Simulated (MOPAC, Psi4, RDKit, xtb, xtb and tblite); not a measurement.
Two geometries of SMILES OB(O)CB(O)O (CH₆B₂O₄), singlet, relaxed at GFN2-xTB with one dihedral held; other torsions can differ between them too.

Structure A

```
13

O     -1.1311    -0.5384     1.5192
B     -1.2525    -0.1847     0.2103
O     -2.2136     0.7277    -0.0969
C     -0.1838    -0.7572    -0.8186
B      1.3017    -0.3372    -0.3848
O      1.7075    -0.3906     0.9106
O      2.1779     0.0829    -1.3236
H     -1.8804    -0.2802     2.0577
H     -2.2597     1.0002    -1.0112
H     -0.3838    -0.4593    -1.8460
H     -0.2200    -1.8471    -0.7926
H      1.0103    -0.6369     1.5215
H      3.0402     0.3037    -0.9685
```

Structure B

```
13

O     -1.1566    -0.5639     1.5187
B     -1.2772    -0.2072     0.2074
O     -1.9410     0.9474    -0.0649
C     -0.4549    -1.0439    -0.8666
B      1.1145    -0.9932    -0.5378
O      1.5823    -1.1103     0.7318
O      2.0006    -0.8300    -1.5448
H     -1.8758    -0.2697     2.0776
H     -1.9569     1.2181    -0.9809
H     -0.6424    -0.7224    -1.8892
H     -0.7528    -2.0913    -0.8037
H      0.8903    -1.1538     1.3943
H      2.9128    -0.8191    -1.2513
```

Q: Which is lower in energy at the level DF-MP2 (frozen core)/cc-pVTZ // GFN2-xTB (Psi4), and by how much?

A: A is lower, by 7.23 kJ/mol (dihedral H8–O1–B2–O3: 15° in A, 30° in B).

E(B) − E(A) in kJ/mol at the other levels, on the same two geometries: GFN2-xTB (xtb and tblite) 6.96; PBE0/def2-TZVP // GFN2-xTB (Psi4) 7.31; PBE0-D3(BJ)/def2-TZVP // GFN2-xTB (Psi4) 7.28; PBE/def2-TZVP // GFN2-xTB (Psi4) 7.16; PBE-D3(BJ)/def2-TZVP // GFN2-xTB (Psi4) 7.13; HF/cc-pVTZ // GFN2-xTB (Psi4) 7.28; UFF // GFN2-xTB (RDKit) -5.22; PM7, restricted, heats of formation // GFN2-xTB (MOPAC) 5.42; PM6, restricted, heats of formation // GFN2-xTB (MOPAC) 5.80; GFN1-xTB // GFN2-xTB (xtb) 6.59.
